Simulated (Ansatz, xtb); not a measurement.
**C6H10NO+: which of two isomers lies lower**

Structure a: `CCc1c[n+](C)co1`, a singlet. Structure b: `Cc1c[n+](C)c(C)o1`, a singlet. Both are isolated ions in the gas phase, relaxed with PBE0-D3(BJ)/def2-SVP; the shapes shown needn't be the lowest conformers.

a (Å):

| atom | x (Å) | y (Å) | z (Å) |
| --- | --- | --- | --- |
| C | 0.6416 | 0.3027 | -3.2418 |
| C | 1.1228 | -0.6792 | -2.1748 |
| C | 0.2340 | -0.7472 | -0.9971 |
| C | 0.3773 | -0.4970 | 0.3305 |
| C | -1.1715 | -0.6055 | 2.3331 |
| C | -1.6814 | -1.1158 | -0.0353 |
| N | -0.8578 | -0.7423 | 0.9169 |
| O | -1.0710 | -1.1298 | -1.1860 |
| H | 1.3390 | 0.2975 | -4.0901 |
| H | 0.5909 | 1.3286 | -2.8496 |
| H | -0.3517 | 0.0251 | -3.6228 |
| H | 2.1253 | -0.4110 | -1.8104 |
| H | 1.2045 | -1.6951 | -2.5978 |
| H | 1.2410 | -0.1712 | 0.9044 |
| H | -0.5277 | -1.2791 | 2.9136 |
| H | -2.2222 | -0.8703 | 2.4974 |
| H | -1.0015 | 0.4338 | 2.6434 |
| H | -2.7326 | -1.3885 | 0.0531 |

b (Å):

```xyz
18

C     1.5866   -1.2124    2.8144
C     1.0033   -0.8866    1.5028
C     0.2273   -1.5456    0.6090
C    -0.7644   -0.9497   -1.6511
C     0.6472    0.4581   -0.1898
C     0.7240    1.6805   -1.0034
N     0.0164   -0.6736   -0.4532
O     1.2445    0.3566    0.9731
H     1.2234   -0.5155    3.5849
H     1.3091   -2.2333    3.1031
H     2.6842   -1.1400    2.7801
H    -0.1906   -2.5484    0.6320
H    -0.1314   -0.8538   -2.5434
H    -1.6113   -0.2535   -1.7175
H    -1.1467   -1.9742   -1.5921
H     1.1890    1.4711   -1.9796
H     1.3256    2.4300   -0.4757
H    -0.2810    2.0917   -1.1866
```

Quicker runs give these differences E(b) − E(a): GFN2-xTB −11.8 kcal/mol; HF/STO-3G −13.7 kcal/mol (at GFN2-xTB geometries); r2SCAN-D4/def2-SVP −13.3 kcal/mol (at GFN2-xTB geometries).

Problem. Estimate E(b) − E(a) at the level CCSD(T)/def2-SVP + ΔMP2/def2-TZVPP.

Solution. Calculated at CCSD(T)/def2-SVP + ΔMP2/def2-TZVPP: E(b) − E(a) = −10.1 kcal/mol, so structure b lies lower.

The same difference at several levels:

```csv
level,geometry,E(b) − E(a) (kcal/mol),departure from the last row (kcal/mol),"job, with rough time for the two"
GFN2-xTB,GFN2-xTB,−11.8,−1.7,"optimisation, 0.17 s"
HF/STO-3G,GFN2-xTB,−13.7,−3.6,"single point, 0.4 s"
r2SCAN-D4/def2-SVP,GFN2-xTB,−13.3,−3.2,"single point, 4.3 s"
PBE0-D3(BJ)/def2-SVP,PBE0-D3(BJ)/def2-SVP,−11.9,−1.8,"optimisation, 56 s"
HF/def2-SVP,PBE0-D3(BJ)/def2-SVP,−11.2,−1.1,part of the CCSD(T) run
MP2/def2-SVP,PBE0-D3(BJ)/def2-SVP,−10.0,+0.1,part of the CCSD(T) run
CCSD(T)/def2-SVP,PBE0-D3(BJ)/def2-SVP,−10.1,0.0,single point
CCSD(T)/def2-SVP + ΔMP2/def2-TZVPP,PBE0-D3(BJ)/def2-SVP,−10.1,,"single point, 2.5 min"
```

As drawn, both hold the same kinds of bond in the same numbers. Structure a has 2 methyl groups, b 3.

The levels shown agree on the order. The largest departure from CCSD(T)/def2-SVP + ΔMP2/def2-TZVPP is that of HF/STO-3G, 3.6 kcal/mol. The last row adds to CCSD(T) the change of the MP2 difference between the two basis sets, here 0.0 kcal/mol.

With thermal terms from frequencies at re-optimised GFN2-xTB minima (ideal gas, soft modes damped towards free rotors, one conformer each, 298.15 K, 1 atm): the zero-point term adds −1.0 kcal/mol; ΔH is −10.7 and ΔG −11.6 kcal/mol.

The correlated steps freeze 8 core orbitals. Codes used: Ansatz 0.2.0, xtb 6.7.1; the last row on 4 threads of Arm Neoverse V2 on a shared host.
